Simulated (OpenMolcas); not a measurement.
Pd2+: moving the ligands

Pd2+ with its 6 nearest fluoride ions at 2.106 Å, on the Mg site of KMgF3 (a = 3.973 Å, distance in the model lattice 1.986 Å). The rest of the host is ab initio model potentials to 7.6 Å, with orthogonalisation functions on the cations behind the ligands, and point charges beyond; the distance is set by hand and nothing relaxes. Ligand basis ANO-RCC-VDZP.
```
Pd    0.0000    0.0000    0.0000
F     2.1060    0.0000    0.0000
F     0.0000    2.1060    0.0000
F    -2.1060    0.0000    0.0000
F     0.0000   -2.1060    0.0000
F     0.0000    0.0000    2.1060
F     0.0000    0.0000   -2.1060
```

```yaml
Program: OpenMolcas 26.06
Method: "SS-CASPT2, IPEA 0.25 Eh, imaginary shift 0.1 Eh (closed shells correlated: 4s 4p and the ligand valence shells)"
Basis: ANO-RCC-VTZP [7s6p4d2f1g]
Scalar_Hamiltonian: DKH2, point nucleus
Active_space: 8 electrons in 5 orbitals (4d)
State_averaging: 2S+1 = 3 even, 10 roots; 2S+1 = 1 even, 15 roots
Spin-orbit_coupling: RASSI with atomic mean-field integrals over the reference wave functions
```

Runs around this geometry, states (labels of O, the rotations of Oh). Energies in cm-1 above the lowest state or level, χT in cm3 K/mol; 10Dq and B are least-squares fits to the states below 45000 cm-1, weighted by degeneracy, with a free offset, and given where the rms deviation is under 5 % of |10Dq| (or 100 cm-1) and under 700 cm-1.

| R (Å) | Ground state | First state of that spin | 10Dq | B (rms of fit) | First gap with spin-orbit (degeneracies) | χT at 300 K | First state of another spin |
| --- | --- | --- | --- | --- | --- | --- | --- |
| 1.986 | 3A2 | 3T2 21040 | 20947 | 643 (263) | 9150 (3, 2) | 1.248 | 1E 9310 |
| 2.106 | 3A2 | 3T2 15950 |  |  | 9130 (3, 2) | 1.341 | 1E 9440 |
| 2.17 | 3A2 | 3T2 13830 |  |  | 8960 (3, 2) | 1.399 | 1E 9410 |

Taking the first state of the same spin as R^-n, n = -ln(13830 / 21040) / ln(2.17 / 1.986) = 4.7 between the shortest and longest distance.

Roots that are degenerate in the reference are averaged as groups; the widest CASPT2 spread within a group is 240 cm-1 (the 3-fold group of multiplicity 3 near 44300 cm-1 above the lowest state of its run, R = 1.986). Shifts and gaps below about the spread of the groups concerned are not significant. Over all roots computed the reference weight is 0.72 to 0.73 in R = 1.986, 0.72 to 0.73 in R = 2.106, 0.72 to 0.73 in R = 2.17; a low but even weight reflects the number of correlated electrons. Real 4d8 and 5d8 ions are as a rule square planar and diamagnetic. Ligand-to-metal charge-transfer states are missing. With no ligand orbital active B as a rule stays too high, so bands that hang on it stand too high and its fall with covalency is understated. With one d shell and no ligand orbital active, 10Dq can be off by a tenth or more. Free-ion shares, where given, are those of the reference states; single-state CASPT2 does not remix them (holds for R = 2.17). No measured value stands beside these numbers; the geometry was set by hand and not optimised.
